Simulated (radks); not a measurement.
The numbers below are computed, except where a source is named.
Nd III, 58 electrons, occupied as [Kr] 4d10 4f4 5s1 5p6 6p1 (not the ground configuration).

Code: a radial shooting solver on a logarithmic mesh with Libxc functionals. Model: scalar-relativistic Kohn-Sham, AM05, spin-polarised, spherical densities, finite nucleus; open shells are filled with parallel spins first (spin-orbit coupling, left out, can overturn this in heavy ions); Fermi nuclear charge, rms radius 4.9123 fm.

Energy parts (hartree):
total: -9614.7163
kinetic: 10229.8922
electron-nucleus: -23316.4259
Hartree: 3686.8502
exchange-correlation: -215.0328

Orbitals (lengths in bohr, moments of r in powers of bohr; r(max) is where P^2 peaks; r(90%) holds 90 % of the orbital's charge):
orbital  occ.  eigenvalue (hartree)      <r^2>  r(90%)   r(max)
1s up       1             -1594.099  0.0007609  0.0427  0.01511
1s down     1             -1594.095  0.0007609  0.0427  0.01511
2s up       1             -258.4950    0.01205   0.156  0.08556
2s down     1             -258.4914    0.01205   0.156  0.08556
2p up       3             -231.2491   0.009631   0.145  0.06894
2p down     3             -231.2457   0.009630   0.145  0.06894
3s up       1             -56.64440    0.08123   0.391   0.2440
3s down     1             -56.59801    0.08114   0.391   0.2439
3p up       3             -48.05031    0.08124   0.396   0.2389
3p down     3             -48.00404    0.08113   0.396   0.2388
3d up       5             -36.10337    0.06890   0.378   0.1960
3d down     5             -36.06673    0.06877   0.377   0.1959
4s up       1             -11.87838     0.4172   0.874   0.5654
4s down     1             -11.76286     0.4166   0.873   0.5652
4p up       3              -9.06387     0.4718   0.937   0.5902
4p down     3              -8.94670     0.4707   0.936   0.5900
4d up       5              -5.06252     0.5818    1.07   0.6191
4d down     5              -4.94088     0.5799    1.06   0.6186
4f up       4              -0.83163      1.336    1.74   0.6623
4f down     0              -0.71067      1.441    1.82   0.6617
5s up       1              -2.23707      2.328    2.06    1.308
5s down     0              -2.12587      2.396    2.10    1.319
5p up       3              -1.52834      3.084    2.40    1.470
5p down     3              -1.43862      3.210    2.45    1.492
5d up       0              -0.66286      6.453    3.59    1.944
5d down     0              -0.61091      6.760    3.66    2.000
6s up       0              -0.60051      13.64    4.97    3.219
6s down     0              -0.55745      14.02    5.06    3.222
6p up       1              -0.45027      19.08    5.85    3.853

The highest occupied level is 6p up at -12.252 eV. The configuration is held as typed, so some empty levels lie below it. Summed over all electrons, <r^2> = 56.52 bohr^2, which gives a Langevin (diamagnetic) susceptibility term of -44.8 x 10^-6 cm^3/mol. The electron density at the nucleus is 4.708e+05 e/bohr^3 (large components only).
